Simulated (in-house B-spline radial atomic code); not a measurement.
**Binding energies in Br VIII (Br7+)**

NIST's tabulated ground configuration is [Ar] 3d10; each binding energy is the energy of the ion with one electron taken from that subshell, relaxed, less that of the parent. Method: Dirac-Hartree-Fock, average of configuration, Fermi nucleus of rms radius 4.1629 fm. Calculated with a B-spline radial code for spherical atoms. Energies include first-order Breit, QED and recoil terms.

| subshell | X-ray name | binding energy (eV) | -ε (eV) | relaxation (eV) |
| --- | --- | --- | --- | --- |
| 1s | K | 13602.8 | 13679.5 | 46.7 |
| 2s | L1 | 1914.1 | 1937.9 | 21.1 |
| 2p1/2 | L2 | 1723.8 | 1749.8 | 23.5 |
| 2p3/2 | L3 | 1677.1 | 1701.8 | 23.0 |
| 3s | M1 | 382 | 386.2 | 3.8 |
| 3p1/2 | M2 | 315.1 | 319.3 | 3.9 |
| 3p3/2 | M3 | 308.1 | 312.0 | 3.7 |
| 3d3/2 | M4 | 191.7 | 195.7 | 4.0 |
| 3d5/2 | M5 | 190.7 | 194.6 | 3.9 |

Relaxation = -ε minus the binding energy without Breit, QED and recoil terms.

Emission lines follow as differences of binding energies, with λ = 12398.42 eV·Å / E:

```json
{"line": "K-L3", "holes": "1s → 2p3/2", "energy (eV)": "11925.7", "wavelength (Å)": "1.0396"}
{"line": "K-L2", "holes": "1s → 2p1/2", "energy (eV)": "11879.0", "wavelength (Å)": "1.0437"}
{"line": "K-M3", "holes": "1s → 3p3/2", "energy (eV)": "13294.7", "wavelength (Å)": "0.93258"}
{"line": "L3-M5", "holes": "2p3/2 → 3d5/2", "energy (eV)": "1486.4", "wavelength (Å)": "8.3412"}
{"line": "L2-M4", "holes": "2p1/2 → 3d3/2", "energy (eV)": "1532.1", "wavelength (Å)": "8.0924"}
{"line": "L1-M3", "holes": "2s → 3p3/2", "energy (eV)": "1606.0", "wavelength (Å)": "7.7201"}
{"line": "L3-M1", "holes": "2p3/2 → 3s", "energy (eV)": "1295.1", "wavelength (Å)": "9.5733"}
```

Task: What screening constant σ does Moseley's law, E = (3/4)·13.6057 eV·(Z - σ)², need for K-L3?

Result: σ = 0.81.

Task: What does it cost to remove both a 2p1/2 and a 3d5/2 electron?

Result: 1957 eV, which is 42.55 eV more than the two single binding energies together.

Task: What does it cost to remove both a 2s and a 2p1/2 electron?

Result: 3721.2 eV, which is 83.31 eV more than the two single binding energies together.

Task: What does it cost to remove both a 1s and a 3d5/2 electron?

Result: 13835 eV, which is 41.32 eV more than the two single binding energies together.
